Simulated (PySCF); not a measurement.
Working with the constants of Hg₂⁺

PW91 constants of Hg₂⁺, ²Σu⁺ (doublet), unpaired electrons σ ↑ (PySCF, scalar-relativistic core potentials, basis sets Hg def2-SVPD with ECP60; masses 201.9706 and 201.9706 u):

```
ωe              : 88.5 cm⁻¹
ωexe            : 0.411 cm⁻¹
Be              : 0.020239 cm⁻¹
αe              : 9.94e-05 cm⁻¹
D (centrifugal) : 4.23e-09 cm⁻¹
De to Hg⁺ + Hg  : 1.77 eV
```

Problem. Give the vibrational terms G(v) and spacings up to v = 6.

Solution. G(v) = ωe(v+½) − ωexe(v+½)².

```tsv
v	G(v) (cm⁻¹)	G(v) − G(v−1)	Bv (cm⁻¹)
0	44.1		0.02019
1	131.8	87.7	0.02009
2	218.7	86.9	0.01999
3	304.7	86.0	0.01989
4	389.9	85.2	0.01979
5	474.3	84.4	0.01969
6	557.9	83.6	0.01959
```

Problem. How well does the Morse estimate ωe²/(4ωexe) reproduce De, and what is D0?

Solution. It gives 0.59 eV, 33 % of the computed De. D0 = De − G(0) = 1.77 − 0.01 = 1.76 eV.

Spin–orbit coupling is left out. The state was picked by a PBE0 search and need not be the measured ground state.
